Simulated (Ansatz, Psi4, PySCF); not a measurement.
Pair of molecules: C2H4 (SMILES C=C) (first 6 atoms) with H2 (SMILES [H][H]); geometry from B3LYP-D3(BJ)/def2-TZVP, rigid monomers moved along the line of their centres of mass till C2···H7 is 3.50 Å.
(charge 0, multiplicity 1):
```xyz
8

C      0.409     0.552    -0.329
C     -0.135    -0.614    -0.011
H      1.482     0.703    -0.311
H     -0.195     1.403    -0.619
H     -1.208    -0.765    -0.028
H      0.469    -1.465     0.279
H     -0.415     0.128     3.396
H     -0.552     0.091     4.128
```

Counterpoise-corrected where a basis set is named; no monomer relaxation.

Frozen-core correlation. Rows in 6-31G* carry no dispersion term and start afresh at each structure (6-31G* with six Cartesian d functions).

Programs: Ansatz (Gaussian basis) for Hartree–Fock, density functionals and correlated methods; Psi4 for SAPT; PySCF for 6-31G* rows, the dispersion terms. Values without a source in brackets are computed.

```tsv
level	interaction energy (meV)
HF/aug-cc-pVDZ	-1.2
PBE-D3(BJ)/def2-TZVPPD	-20.5
r2SCAN-D3(BJ)/def2-TZVPPD	-10.9
B3LYP/6-31G*	-1.1
B3LYP/def2-TZVPPD	-0.4
MP2/aug-cc-pVDZ	-11.9
SCS-MP2/aug-cc-pVDZ	-9.2
CCSD/aug-cc-pVTZ	-11.3
SAPT0/jun-cc-pV(D+d)Z	[?]
```

### Question
Some entries are withheld; supply them.

### Answer

- SAPT0/jun-cc-pV(D+d)Z, interaction energy (meV): -8.5

Ansatz is an electronic-structure program.
